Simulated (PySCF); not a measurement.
# Radial density of Ar (argon, neutral)

B3LYP, [Ar], closed-shell 1S. All numbers are calculated (PySCF 2.14, scalar relativity by spin-free X2C-1e, in x2c-TZVPPall with one added diffuse shell each of s, p, d type (6s6p4d1f, 51 functions)).

| r (bohr) | 4πr²ρ (e/bohr) |
| --- | --- |
| 0.00144 | 0.1148 |
| 0.00242 | 0.3066 |
| 0.00407 | 0.7818 |
| 0.00685 | 1.937 |
| 0.0115 | 4.504 |
| 0.0194 | 9.402 |
| 0.0326 | 16.29 |
| 0.0548 | 20.89 |
| 0.0922 | 17.75 |
| 0.155 | 14.78 |
| 0.261 | 20.73 |
| 0.439 | 14.72 |
| 0.738 | 4.584 |
| 1.24 | 5.753 |
| 2.09 | 2.599 |
| 3.51 | 0.2706 |
| 5.91 | 0.002978 |

Densities and radii are taken from the X2C orbitals without a picture-change correction, which distorts them close to the nucleus.
